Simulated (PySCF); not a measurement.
How methods differ on the ionisation energy of Pd⁺

Pd⁺ [Kr] 4d9 (2D) → Pd²⁺ [Kr] 4d8 (3F), as a difference of total energies. Calculation: PySCF 2.14, in x2c-SVPall; scalar relativity by spin-free X2C-1e. Correlated levels: valence: [Kr] frozen. The calculations carry no spin-orbit coupling.

| method | ionisation energy (eV) |
| --- | --- |
| UHF | 17.465 |
| PBE0 | 19.544 |
| PBE | 19.850 |
| MP2 (valence) | 18.929 |
| SCS-MP2 (valence) | 18.821 |

Question: How much does correlation contribute at MP2 (valence)?

Answer: 18.929 − (17.465) = 1.464 eV, measured against UHF.

The reference lies between the lowest fine-structure levels, while these numbers refer to the centres of the terms.

Errors of the correlated levels include the incompleteness of this basis and the frozen core.

For comparison: 19.43 ± 0.12 eV (semi-empirical (NIST evaluation); NIST Atomic Spectra Database, ionization energies).
